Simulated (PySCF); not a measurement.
## Core-level binding energies of `C[Si](Cl)(Cl)[Si](C)(Cl)Cl`

Species: C₂H₆Cl₄Si₂.
Bonds: C1–Si2, Si2–Cl3, Si2–Cl4, Si2–Si5, Si5–C6, Si5–Cl7, Si5–Cl8. Hydrogens: H9, H10, H11 on C1; H12, H13, H14 on C6.

Method: PySCF, delta-SCF UKS SCAN, pcX-2 on the ionised atom, pcseg-1 elsewhere, spin-free X2C. Binding energies are ΔSCF values: E(core-ionised, relaxed orbitals) − E(ground state) at a fixed geometry, referred to the vacuum level.

Problem. List the computed XPS lines with their assignment.

Solution. 
```tsv
atom(s)	environment	level	binding energy (eV)	2p1/2 (eV)	count
Si2/Si5	chlorine-bound silicon	Si 2p3/2	108.24	108.87	2
Cl3/Cl4/Cl7/Cl8	silicon-bound chlorine	Cl 2p3/2	206.07	207.72	4
C1/C6	Si-methyl carbon	C 1s	290.91	–	2
Si2/Si5	chlorine-bound silicon	Si 1s	1848.22	–	2
Cl3/Cl4/Cl7/Cl8	silicon-bound chlorine	Cl 1s	2828.65	–	4
```

Problem. Express the binding energy of Si 2p3/2 of Si2/Si5 in atomic units and per mole.

Solution. 108.24 eV = 3.9777 Eh = 10444 kJ/mol.

Problem. Which effective nuclear charge Zeff reproduces each element's mean 1s value in the hydrogen-like formula E = 13.606 eV × Zeff²?

Solution. C (Z = 6): mean 290.9 eV, Zeff = 4.62, Z − Zeff = 1.38; Si (Z = 14): mean 1848.2 eV, Zeff = 11.66, Z − Zeff = 2.34; Cl (Z = 17): mean 2828.7 eV, Zeff = 14.42, Z − Zeff = 2.58. Means run over the listed sites, weighted by atom count.

Topologically equivalent atoms share the value of their first member; where this conformer doesn't relate them by symmetry, their own values could differ. The 2p values aren't plain energy differences: one relaxed spin-free 2p hole is combined with a matrix within the shell (ground-state 2p orbital-energy differences and spin–orbit coupling). 2p3/2, the mean of its two sublevels, lies a third of the splitting below the shell's mean and 2p1/2 two thirds above it; the statistical areas are 2:1. 2p1/2 minus 2p3/2 (ligand field included): Si 0.63 eV, Cl 1.65 eV. Isolated species at its PBE0-D3(BJ)/def2-SVP geometry (one conformer only).

Shape of the structure used: `[CH3:1][Si:2]([Cl:3])([Cl:4])[Si:5]([CH3:6])([Cl:7])[Cl:8]`: C1–Si2–Si5–C6 76°.
